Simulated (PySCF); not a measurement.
Ionisation energy of Ge²⁺ by level of theory

Ge²⁺ [Ar] 3d10 4s2 (1S) → Ge³⁺ [Ar] 3d10 4s1 (2S), as a difference of total energies. All numbers are calculated (PySCF 2.14, a scalar-relativistic core potential, in aug-cc-pVDZ-PP with ECP10MDF (5s4p3d, 32 functions)). Correlated levels: valence: 3s2 3p6 3d10 frozen. The calculations carry no spin-orbit coupling.

```
           method  ionisation energy (eV)  error (eV)
              UHF                  32.211      -1.847
    MP2 (valence)                  32.905      -1.153
SCS-MP2 (valence)                  33.044      -1.014
   CCSD (valence)                  33.239      -0.819
```

Reference: 34.058 eV (measured; NIST Atomic Spectra Database, ionization energies).

Errors of the correlated levels include the incompleteness of this basis and the frozen core.

With two correlated electrons CCSD is exact in that space.
